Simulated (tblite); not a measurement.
Compound: C6H9O2 (doublet state).
Bonds: C1–C2, C2–C3, C2–O4, O4–C5, C5–C6 (double), C6–C7, C7–O8, C5–C7. Hydrogens: H9, H10, H11 on C1; H12 on C2; H13, H14, H15 on C3; H16 on C6; H17 on O8.
Bond orders are those of one Lewis drawing.

Computed with GFN2-xTB (tblite), gas phase: L-BFGS steps from a force-field or distance-geometry start until the largest atomic force falls under 0.01 eV/Å.

Step 92: E = -691.2497 eV
```
atom  x, y, z in Å  |  force x, y, z in eV/Å
C1     -2.0894   -1.0427   -0.7239    0.071  -0.024   0.003
C2     -0.8703   -0.1770   -0.4459    0.021  -0.001   0.008
C3     -1.1127    0.7866    0.7085    0.016  -0.002  -0.001
O4      0.2065   -1.0782   -0.1128    0.016   0.024  -0.040
C5      1.4038   -0.5566   -0.1024    0.010  -0.002   0.029
C6      2.7008   -0.7288    0.1637    0.004   0.014   0.014
C7      2.2564    0.5958   -0.3438   -0.016  -0.006  -0.006
O8      2.1984    1.8011    0.3628    0.006   0.004   0.016
H9     -2.3338   -1.6127    0.1681   -0.045  -0.024   0.000
H10    -2.9343   -0.4201   -0.9972   -0.031   0.028   0.001
H11    -1.8835   -1.7357   -1.5338    0.008  -0.035  -0.033
H12    -0.5790    0.3855   -1.3434   -0.008  -0.003  -0.002
H13    -0.2187    1.3735    0.9006    0.038   0.025   0.013
H14    -1.9260    1.4629    0.4642   -0.023   0.000   0.007
H15    -1.3677    0.2233    1.6034   -0.015   0.038   0.032
H16     3.4500   -1.3308    0.6165   -0.022  -0.019  -0.020
H17     3.0925    2.0660    0.6054   -0.029  -0.014  -0.021
```

Step 93: E = -691.2507 eV
```
atom  x, y, z in Å  |  force x, y, z in eV/Å
C1     -2.0874   -1.0440   -0.7250    0.014  -0.015   0.016
C2     -0.8693   -0.1773   -0.4426   -0.001  -0.001  -0.015
C3     -1.1113    0.7900    0.7096    0.018  -0.012  -0.010
O4      0.2081   -1.0789   -0.1135   -0.004   0.021  -0.014
C5      1.4054   -0.5580   -0.1012   -0.002   0.007   0.008
C6      2.7022   -0.7310    0.1641   -0.001   0.008   0.015
C7      2.2574    0.5944   -0.3426   -0.012   0.000   0.008
O8      2.1943    1.7997    0.3642   -0.032  -0.009   0.006
H9     -2.3346   -1.6181    0.1647   -0.023  -0.016  -0.019
H10    -2.9359   -0.4215   -0.9947    0.026   0.001   0.002
H11    -1.8799   -1.7338   -1.5386    0.000  -0.009  -0.002
H12    -0.5796    0.3855   -1.3396    0.003   0.010  -0.024
H13    -0.2156    1.3769    0.8983    0.002   0.016   0.009
H14    -1.9272    1.4642    0.4639    0.012  -0.010   0.007
H15    -1.3662    0.2305    1.6066   -0.011   0.028   0.042
H16     3.4471   -1.3404    0.6133   -0.003  -0.007  -0.014
H17     3.0856    2.0738    0.6030    0.015  -0.014  -0.015
```

Task: Estimate the geometry and energy of step 94. (The exact step hangs on the optimiser's Hessian estimate; all steps are aligned on step 93, rigid shifts and turns removed.)

Result: E = -691.2510 eV, largest force 0.043 eV/Å
```
atom  x, y, z in Å  |  force x, y, z in eV/Å
C1     -2.0863   -1.0445   -0.7255   -0.007  -0.012   0.008
C2     -0.8688   -0.1778   -0.4410   -0.005   0.000  -0.020
C3     -1.1102    0.7909    0.7104    0.015  -0.010  -0.012
O4      0.2083   -1.0797   -0.1136   -0.005   0.013  -0.005
C5      1.4054   -0.5590   -0.1000   -0.005   0.009   0.000
C6      2.7025   -0.7321    0.1636   -0.006   0.010   0.013
C7      2.2560    0.5940   -0.3408   -0.005   0.004   0.014
O8      2.1915    1.7983    0.3677   -0.034  -0.012   0.002
H9     -2.3362   -1.6195    0.1628   -0.017  -0.016  -0.016
H10    -2.9346   -0.4208   -0.9953    0.037  -0.012   0.000
H11    -1.8772   -1.7338   -1.5399   -0.006   0.005   0.012
H12    -0.5806    0.3854   -1.3382    0.011   0.012  -0.026
H13    -0.2142    1.3788    0.8963   -0.008   0.011   0.011
H14    -1.9269    1.4635    0.4636    0.015  -0.004   0.006
H15    -1.3651    0.2347    1.6093   -0.004   0.020   0.038
H16     3.4466   -1.3437    0.6106    0.005  -0.005  -0.011
H17     3.0829    2.0775    0.5996    0.020  -0.014  -0.013
```

The energy changes by -0.0004 eV. The first-order estimate −F·Δx gives -0.0005 eV and the mean of the old and new forces, exact on a quadratic surface, -0.0004 eV. The step makes an angle of 68° with the force vector and moves no atom by more than 0.006 Å.

The cost below is that of the whole relaxation. Hardware: one thread, Arm Neoverse V2 (aarch64), shared host with 192 logical CPUs at a one-minute load of 54. Cost: 0.53 s of wall time.
